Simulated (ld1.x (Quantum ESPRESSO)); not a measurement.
The numbers below are computed, except where a source is named.
## Hardness and transferability of assorted potentials

Generated with ld1.x 7.5 (TM, RRKJ, ultrasoft, PAW), atompaw 4.2 or ONCVPSP 4.0.1. The cutoff is in Ry: for ld1.x and atompaw files where the sum of valence levels is converged to 10 mRy in a Bessel basis, for ONCV files where the hardest occupied wave has 1 mHa per electron of residual kinetic energy. The error is the largest all-electron minus pseudo excitation energy over each file’s own four to seven test configurations (ionisations up to +4, promotions, holes and added fractions of an electron), all of which were solved. The labels leave out finer settings (local radius, basis sizes, second energies), which also bear on the numbers. Spin-polarised tests are not counted. The rows are a selection from randomly drawn settings: files with unsolved tests, undetermined cutoffs or missed reference levels are left out.

| element | potential | cutoff (Ry) | largest error (meV) | bound ghosts |
| --- | --- | --- | --- | --- |
| N | PAW, PBEsol, scalar-relativistic, rc 0.75/2.20/1.80 (spd), local smoothed, core correction yes, reference 2s2 2p1 | 60 | -90 | none |
| O | ultrasoft, PBEsol, scalar-relativistic, rc 0.85/1.30/1.10 (spd), local smoothed, core correction yes, reference 2s2 2p4 | 45 | -708 | none |
| Cl | RRKJ, BP86, non-relativistic, rc 1.35/1.10/1.10 (spd), local s, core correction yes, reference 3s2 3p5 | 80 | +184 | none |
| Ti | RRKJ, PBE, fully relativistic, rc 2.50/2.85/1.95/2.60 (spdf), local s, core correction no, reference 3d2 4s2 4p0 | 40 | +409 | none |
| Nb | TM, PBE, scalar-relativistic, rc 3.15/3.60/2.05 (spd), local s, core correction no, reference 4d4 5s1 5p0 | 35 | +62 | none |
| Pt | ultrasoft, PBEsol, scalar-relativistic, rc 2.85/3.60/1.65/2.65 (spdf), local f, core correction yes, reference 5d9 6s1 6p0 | 40 | -184 | none |

Task: Fill in the row for F: TM, Wu–Cohen, scalar-relativistic, rc 0.70/1.60/1.45 (spd), local p, core correction yes, reference 2s2 2p5.

Result: cutoff 110 Ry, largest error +1032 meV, bound ghosts: none.

Task: Fill in the row for F: PAW, LDA (PZ), scalar-relativistic, rc 0.95/1.15 (sp), local smoothed, core correction yes, reference 2s2 2p5.

Result: cutoff 55 Ry, largest error -1.5 meV, bound ghosts: none.

Task: Fill in the row for Cl: TM, PBE, non-relativistic, rc 1.35/1.40 (sp), local p, core correction no, reference 3s2 3p3.

Result: cutoff 50 Ry, largest error +93 meV, bound ghosts: none.
